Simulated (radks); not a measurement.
Question: Ho4+, 63 electrons, occupied as [Kr] 4d10 4f9 5s2 5p5 5f1 (not the ground configuration). All-electron calculation, scalar-relativistic Kohn-Sham, LDA (Slater exchange, Perdew-Wang correlation), spin-polarised, spherical densities, finite nucleus; open shells are filled with parallel spins first (spin-orbit coupling, left out, can overturn this in heavy ions); Fermi nuclear charge, rms radius 5.2022 fm. Program: a radial shooting solver on a logarithmic mesh with Libxc functionals. Some entries of the table are withheld. Estimate them.

| orbital | occ. | eigenvalue (eV) | <1/r> (bohr^-1) |
|---|---|---|---|
| 1s up | 1 | -55499.64 | 75.97 |
| 1s down | 1 | -55499.55 | 75.97 |
| 2s up | 1 | -9337.548 | 17.67 |
| 2s down | 1 | -9337.389 | 17.67 |
| 2p up | 3 | -8284.203 | 16.38 |
| 2p down | 3 | -8284.050 | 16.38 |
| 3s up | 1 | -2136.245 | 6.505 |
| 3s down | 1 | -2133.794 | 6.510 |
| 3p up | 3 | -1814.238 | 6.091 |
| 3p down | 3 | -1811.795 | 6.096 |
| 3d up | 5 | -1404.085 | 5.777 |
| 3d down | 5 | -1402.166 | 5.782 |
| 4s up | 1 | -474.1296 | 2.758 |
| 4s down | 1 | -469.1864 | 2.756 |
| 4p up | 3 | -367.7423 | 2.529 |
| 4p down | 3 | -362.8780 | 2.527 |
| 4d up | 5 | -223.8197 | 2.240 |
| 4d down | 5 | -219.0495 | 2.236 |
| 5s up | 1 | -105.8652 | 1.104 |
| 5s down | 1 | -102.7829 | 1.095 |
| 5p up | 3 | -78.2530 | 0.9560 |
| 5p down | 2 | -75.5904 | 0.9449 |
| 4f up | 7 | -65.7436 | 1.738 |
| 4f down | 2 | -61.2015 | 1.722 |
| 5d up | 0 | -44.1140 | 0.7130 |
| 5d down | 0 | -42.1244 | 0.7014 |
| 6s up | 0 | -37.3229 | (1) |
| 6s down | 0 | -35.7441 | (2) |
| 6p up | 0 | (3) | 0.4211 |
| 6p down | 0 | (4) | 0.4160 |
| 5f up | 1 | -19.7494 | 0.3842 |
| 5f down | 0 | -18.4385 | 0.3738 |
| 6f up | 0 | -11.3914 | (5) |
| 6f down | 0 | -10.9139 | (6) |

Answer: 
(1) 6s up <1/r> (bohr^-1): 0.4873
(2) 6s down <1/r> (bohr^-1): 0.4844
(3) 6p up eigenvalue (eV): -29.8877
(4) 6p down eigenvalue (eV): -28.3995
(5) 6f up <1/r> (bohr^-1): 0.2334
(6) 6f down <1/r> (bohr^-1): 0.2236
